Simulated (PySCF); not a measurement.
CH7FO2Si2

CH7FO2Si2 is a small molecule, neutral, singlet. The structure, one conformer, was relaxed in the gas phase by PBE0-D3(BJ)/def2-SVP. No frequency run checks that it is a minimum.

SMILES: O[Si](O)(F)C[SiH3]

```
atom   x (Å)   y (Å)   z (Å)
 Si1   1.073   0.060   0.300
  C2  -0.496   0.707  -0.418
 Si3  -1.985  -0.432  -0.191
  O4   1.060  -1.573   0.132
  O5   2.470   0.645  -0.359
  F6   1.118   0.470   1.873
  H7  -0.354   0.884  -1.497
  H8  -0.719   1.683   0.044
  H9  -2.103  -0.856   1.236
 H10  -1.861  -1.639  -1.057
 H11  -3.237   0.297  -0.569
 H12   1.888  -2.042   0.273
 H13   2.880   1.394   0.082
```

Shieldings: GIAO PBE0/pcSseg-1. Shifts are against computed references at the same level: C TMS (σ 184.4 ppm), H TMS (σ 31.27 ppm), Si TMS (σ 352.0 ppm). Core levels by delta-SCF with SCAN, pcX-2 on the ionised atom and pcseg-1 elsewhere, spin-free X2C (2p3/2 is the spin-free 2p value less a third of a first-order spin-orbit splitting); from the vacuum level, for chosen atoms.

Task: Give the shieldings and core levels atom by atom.

Result: 
```
     atoms        bonded to  σ (ppm)  δ (ppm)  core level (eV)
       Si1  1 C + 1 F + 2 O    383.5    -31.5     2p3/2 108.50
        C2       2 Si + 2 H    196.4    -11.9        1s 290.24
       Si3        1 C + 3 H    420.9    -68.9                -
        O4       1 Si + 1 H    273.7        -        1s 539.00
        O5       1 Si + 1 H    275.9        -        1s 538.98
        F6             1 Si    309.0        -        1s 692.29
        H7              1 C    31.29    -0.02                -
        H8              1 C    31.52    -0.25                -
H9 H10 H11             1 Si    27.25     4.02                -
       H12              1 O    29.18     2.09                -
       H13              1 O    29.42     1.85                -
```

Values are those of this one static structure, with the three H of a rotating XH3 group averaged; atoms that internal rotation interchanges would show their mean in an NMR spectrum.

Task: By CAM-B3LYP/def2-SVPD (TDDFT singlets, Tamm-Dancoff triplets, ionisation by delta-SCF), where does absorption start, and what does vertical ionisation take?

Result: The lowest singlet lies at 7.91 eV (f 0.073), the strongest of the first 6 at 8.91 eV (f 0.190), the lowest triplet at 7.59 eV; vertical ionisation takes 11.11 eV.

The 3 runs behind this took 4.2 min in all, one thread each of Arm Neoverse V2 on a shared host, launched as `OMP_NUM_THREADS=1 python cluster_run.py task.json out`.
